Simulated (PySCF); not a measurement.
Q: What does the PBE0-D3(BJ)/def2-SVP structure of 4-bromobenzaldehyde, `O=Cc1ccc(Br)cc1` look like in three dimensions?

A: 
```xyz
14
C7H5BrO angstrom
O      3.5198    1.2340    0.6064
C      2.8873    0.3565    0.0753
C      1.4103    0.2909    0.0504
C      0.6582    1.2950    0.6729
C     -0.7282    1.2448    0.6562
C     -1.3627    0.1790    0.0102
Br    -3.2431    0.1048   -0.0162
C     -0.6300   -0.8305   -0.6151
C      0.7596   -0.7670   -0.5904
H      3.3997   -0.4909   -0.4494
H      1.1905    2.1111    1.1673
H     -1.3238    2.0219    1.1381
H     -1.1463   -1.6525   -1.1131
H      1.3483   -1.5508   -1.0764
```

Orientation and origin are arbitrary. Atoms count from 1 in this order. Of the pairs four or more bonds apart, O1···H11 is among the closest relative to their van der Waals radii: 2.55 Å, 94 % of the sum of Bondi's values. The 9 heavy atoms lie in one plane (0.000 Å rms). The C–C distances run from 1.387 Å (C4–C5, aromatic) to 1.479 Å (C2–C3, drawn single), a spread of 0.092 Å. The 6-membered ring C3–C4–C5–C6–C8–C9 has internal angles of 118.9° to 121.3°; it is planar, 0.00 Å rms from its mean plane, widest ring torsion 0°.

Bonds between heavy atoms (Å): O1=C2 1.205, C2–C3 1.479, C3–C4 1.400, C4–C5 1.387, C5–C6 1.399, C6–Br7 1.882, C6–C8 1.395, C8–C9 1.391, C3–C9 1.398.

Method used: PBE0-D3(BJ)/def2-SVP geometry optimisation, gas phase (PySCF).

Point group: Cs (every atom within 0.08 Å of its image). Not checked by PBE0-D3(BJ)/def2-SVP frequencies. One conformer, not necessarily the lowest (O1–C2–C3–C4 0°).
